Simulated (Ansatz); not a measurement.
Born–Oppenheimer molecular dynamics of Cl2H4OSi2 (9 atoms, charge 0, multiplicity 1). It starts from a relaxed structure.

The calculation used RKS PBE-D4/STO-3G in Ansatz 0.2.0.

```
ensemble                      : NVE (velocity Verlet)
time step                     : 0.5 fs
steps asked                   : 150
starting velocities drawn for : 300 K
masses                        : H 2.014 u
seed                          : 954061
```

First frame:

```xyz
9
Properties=species:S:1:pos:R:3
Si -0.128 -0.047 0.170
H 0.726 0.039 1.349
Cl 1.111 -0.116 -1.558
O -1.144 1.274 0.163
Si -2.302 1.472 -1.117
H -3.259 0.369 -1.116
H -2.966 2.729 -0.807
H -1.630 1.549 -2.412
Cl -1.196 -1.884 0.234
```

How far do the bonds stretch over the last three quarters of this one trajectory? (Pairs bonded in most of those frames.)


```csv
bond,mean (Å),spread (Å),shortest,longest
Si1–H2,1.460,0.030,1.42,1.51
Si1–Cl3,2.128,0.038,2.08,2.19
Si1–O4,1.668,0.015,1.65,1.70
Si1–Cl9,2.133,0.019,2.10,2.16
O4–Si5,1.738,0.014,1.71,1.75
Si5–H6,1.462,0.050,1.39,1.53
Si5–H7,1.458,0.024,1.42,1.49
Si5–H8,1.462,0.019,1.43,1.49
```

Mean temperature of the second half: 134 K. The conserved energy stayed within 0.1 meV per atom of its start (net change 0.098 meV per atom), so the integration is sound. Over the second half the temperature averaged 0.45 of the 300 K drawn at the start: a run that starts near a minimum puts about half its kinetic energy into the potential. A run of 0.075 ps of so small a system gives no equilibrium averages. Limits of this set-up: minimal basis.

Run time: 6.4 min on 1 thread of Intel(R) Xeon(R) Platinum 8259CL CPU @ 2.50GHz (Skylake/Cascade Lake) (shared host), peak memory 0.12 GiB.
